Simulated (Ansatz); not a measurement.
Ansatz (a program for electronic structure) input file for Bi(Cl)3 anion (BiCl3), SMILES [Cl][Bi]([Cl])[Cl] (connectivity only; charge and spin as stated), charge -1, multiplicity 2, PBE-D3(BJ)/def2-SVPD. 

Ansatz 0.2 input:
```yaml
crystal:
  periodic: [false, false, false]
  atoms:
    - {symbol: Bi, position_ang: [0.00000000, -0.00000000, 0.00000000]}
    - {symbol: Cl, position_ang: [2.65944718, 0.00000000, 0.00000000]}
    - {symbol: Cl, position_ang: [-1.32972359, 2.30314882, 0.00000000]}
    - {symbol: Cl, position_ang: [-1.32972359, -2.30314881, 0.00000000]}
basis:
  gaussian:
    orbitals: def2-SVPD
hamiltonian:
  xc: pbe
  dispersion: d3bj
total_charge: -1
magnetization: {spin_polarized: true, initial_magnetization: 1}
relax: {f_tol: 0.002, max_steps: 200}
```

Program output:

```
WARN ansatz: RAYON_NUM_THREADS=1 ignored (pool sized by the plan → 1); use --threads N
Functional definition: PBE
integrals: 0.06 GiB planned
1156 factors; their error is unknown
mean field: 0.42 GiB planned
mean field evaluation 1: about -43387.4489 eV, gradient 1.4e1 eV
mean field evaluation 2: about -43379.9201 eV, gradient 3.7e1 eV
mean field evaluation 4: about -43388.8825 eV, gradient 1.0e0 eV
mean field evaluation 8: about -43388.8591 eV, gradient 3.0e-2 eV
mean field -43388.85907244 eV, -1594.5111608873 hartree, gradient 5.6e-5 eV, S^2 0.751999; 0 other end points of the search recorded, 0 dependent functions left out
the calculation of the forces begins
reference -43388.85911259 eV, -1594.5111623627 hartree; 38, 37 occupied and 75, 76 virtual orbitals, 1156 factors
relax step   1: F+E_penalty+E_count = -43388.98597162 eV  Δ(F+E_penalty+E_count) = +0.000e0 eV  max|allowed force component| = 1.590e-1 eV/Å  Δτ_max = 0.0000 Å  (27 SCF iters, accepted)
these checks for a lower state are left out or cut short: starts, cluster_reference, orbital_swaps, neighbouring_geometries, increment
integrals: 0.06 GiB planned
1156 factors; their error is unknown
mean field: 0.42 GiB planned
mean field evaluation 16: about -43388.8914 eV, gradient 2.1e0 eV
mean field -43388.86446084 eV, -1594.5113589073 hartree, gradient 6.6e-5 eV, S^2 0.752059; 0 other end points of the search recorded, 0 dependent functions left out
the calculation of the forces begins
reference -43388.86450109 eV, -1594.5113603863 hartree; 38, 37 occupied and 75, 76 virtual orbitals, 1156 factors
relax step   2: F+E_penalty+E_count = -43388.99033685 eV  Δ(F+E_penalty+E_count) = -4.365e-3 eV  max|allowed force component| = 2.990e-2 eV/Å  Δτ_max = 0.0231 Å  (26 SCF iters, accepted)
these checks for a lower state are left out or cut short: starts, cluster_reference, orbital_swaps, neighbouring_geometries, increment
integrals: 0.06 GiB planned
1156 factors; their error is unknown
mean field: 0.42 GiB planned
mean field -43388.86447133 eV, -1594.5113592928 hartree, gradient 5.9e-5 eV, S^2 0.752049; 0 other end points of the search recorded, 0 dependent functions left out
the calculation of the forces begins
reference -43388.86451156 eV, -1594.5113607712 hartree; 38, 37 occupied and 75, 76 virtual orbitals, 1156 factors
relax step   3: F+E_penalty+E_count = -43388.99050684 eV  Δ(F+E_penalty+E_count) = -1.700e-4 eV  max|allowed force component| = 1.129e-3 eV/Å  Δτ_max = 0.0037 Å  (27 SCF iters, accepted)
integrals: 0.06 GiB planned
1156 factors; their error is unknown
mean field: 0.42 GiB planned
mean field evaluation 32: about -43388.8706 eV, gradient 2.0e0 eV
mean field -43388.86447133 eV, -1594.5113592928 hartree, gradient 5.9e-5 eV, S^2 0.752049; 1 other end points of the search recorded, 0 dependent functions left out
the calculation of the forces begins
reference -43388.86451156 eV, -1594.5113607712 hartree; 38, 37 occupied and 75, 76 virtual orbitals, 1156 factors
Total energy: -43388.99054707 eV, -1594.5159924908 hartree
Atom 0 at     0.000002     0.000000     0.000000 Å, force     0.000008     0.000000     0.000000 eV/Å
Atom 1 at     2.678887    -0.000000    -0.000000 Å, force    -0.001129    -0.000000    -0.000000 eV/Å
Atom 2 at    -1.339445     2.319951    -0.000000 Å, force     0.000561    -0.000986    -0.000000 eV/Å
Atom 3 at    -1.339445    -2.319951    -0.000000 Å, force     0.000561     0.000986    -0.000000 eV/Å
Dipole moment:    -0.000032     0.000000    -0.000000 e Å
```

The calculation finished and met its thresholds.

Cost: around 19 core-seconds (rough).
